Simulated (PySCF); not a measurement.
**How methods differ on the ionisation energy of V⁺**

V⁺ [Ar] 3d4 (5D) → V²⁺ [Ar] 3d3 (4F), as a difference of total energies. Computed with PySCF 2.14 in aug-cc-pVTZ, with the non-relativistic Hamiltonian (point nucleus). Correlated levels: valence: [Ar] frozen. The calculations carry no spin-orbit coupling.

```json
{"method": "UHF", "ionisation energy (eV)": "13.280"}
{"method": "LDA", "ionisation energy (eV)": "15.833"}
{"method": "PBE", "ionisation energy (eV)": "15.431"}
{"method": "PBE0", "ionisation energy (eV)": "15.087"}
{"method": "B2PLYP", "ionisation energy (eV)": "14.600"}
{"method": "wB97X-V", "ionisation energy (eV)": "14.799"}
{"method": "r2SCAN0", "ionisation energy (eV)": "14.755"}
{"method": "M06", "ionisation energy (eV)": "15.107"}
{"method": "MP2 (valence)", "ionisation energy (eV)": "14.035"}
{"method": "SCS-MP2 (valence)", "ionisation energy (eV)": "13.532"}
```

Problem. How much does correlation contribute at MP2 (valence)?

Solution. 14.035 − (13.280) = 0.755 eV, measured against UHF.

A first-order spin-orbit estimate (lowest level to lowest level, LS coupling) adds -0.017 eV.

These non-relativistic numbers lack the scalar-relativistic shift.

Errors of the correlated levels include the incompleteness of this basis and the frozen core.

For comparison: 14.634 ± 0.007 eV (measured; NIST Atomic Spectra Database, ionization energies).
